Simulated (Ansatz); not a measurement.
`[OH][Ge]([F])([F])[F]` and `[F][Ge]([F])([F])[SiH3]` differ in one atom or group.

Ansatz, PBE0-D4/def2-TZVP geometries, multiplicity 1. Each molecule was computed in one conformer, which needn't be the lowest.

Scalar relativity is left out up to krypton.

| property | `[OH][Ge]([F])([F])[F]` |
| --- | --- |
| LUMO energy (PBE/def2-TZVPP) / eV | -2.35 |
| HOMO energy (B3LYP/def2-TZVPP) / eV | -10.40 |
| HOMO–LUMO gap (PBE0/def2-TZVPP) / eV | 9.45 |
| LUMO energy (PBE0/def2-TZVPP) / eV | -1.25 |
| size of the dipole moment (B3LYP/def2-TZVPP) / D | 2.23 |
| LUMO energy (ωB97M-V/def2-TZVPP) / eV | 0.73 |

Question: What does the change do to each property? (An estimate is asked.)

Answer: The calculation gave: 
```csv
property,`[F][Ge]([F])([F])[SiH3]`,shift
LUMO energy (PBE/def2-TZVPP) / eV,-1.71,0.64
HOMO energy (B3LYP/def2-TZVPP) / eV,-9.50,0.90
HOMO–LUMO gap (PBE0/def2-TZVPP) / eV,8.97,-0.48
LUMO energy (PBE0/def2-TZVPP) / eV,-0.74,0.51
size of the dipole moment (B3LYP/def2-TZVPP) / D,4.13,1.90
LUMO energy (ωB97M-V/def2-TZVPP) / eV,1.11,0.38
```

With PBE0 the HOMO rises by 0.98 eV and the LUMO rises by 0.51 eV, so the gap narrows by about 0.47 eV. PBE moves the HOMO by 0.47 eV and ωB97M-V by 1.39 eV. The zero-point energy changes by 29.5 kJ/mol with +6 modes. Dipoles are sizes alone; their direction can turn.

B3LYP here is the variant with VWN-RPA as its local correlation; programs differ in this.
